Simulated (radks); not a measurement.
Species: Nd47+. Configuration: [Ne] 3s2 3p1 (the NIST ground configuration).

Method: non-relativistic Kohn-Sham, LB94 model potential, spin-polarised, spherical densities, point nucleus; open shells are filled with parallel spins first (spin-orbit coupling, left out, can overturn this in heavy ions); relativity is left out, which matters for an element this heavy; computed with a radial shooting solver on a logarithmic mesh with Libxc functionals.

Energy parts (Ry):
kinetic: 14269.4169
electron-nucleus: -29818.3146
Hartree: 1511.4078
(The LB94 potential has no energy functional, so no total or exchange-correlation energy is given.)

Orbitals (lengths in bohr, moments of r in powers of bohr; r(90%) holds 90 % of the orbital's charge):
orbital  occ.  eigenvalue (Ry)  r(90%)
1s down     1        -3271.287  0.0449
1s up       1        -3271.277  0.0449
2s down     1        -702.0910   0.162
2s up       1        -702.0764   0.162
2p up       3        -680.6228   0.145
2p down     3        -680.4979   0.145
3s up       1        -288.5722   0.364
3s down     1        -288.0279   0.364
3p up       1        -280.9234   0.351
3p down     0        -280.4894   0.351
3d up       0        -269.8386   0.311
3d down     0        -269.7317   0.311
4s up       0        -157.2383   0.645
4s down     0        -156.9761   0.646

The highest occupied level is 3p up at -3822.2 eV. The spin density at the nucleus is -2.79 e/bohr^3 (1s -3.97, 2s 10.04, 3s -8.86). The electron density at the nucleus is 1.541e+05 e/bohr^3. For comparison, the ionisation energy in NIST's Atomic Spectra Database is 3997 eV (theoretical). In exact Kohn-Sham theory the highest level is minus the ionisation energy, but local and semilocal functionals leave it too shallow, through self-interaction and a potential that decays too fast; potentials with the right tail come closer. Spin moment in Bohr magnetons: 1. Summed over all electrons, <r^2> = 0.2963 bohr^2, which gives a Langevin (diamagnetic) susceptibility term of -0.235 x 10^-6 cm^3/mol.
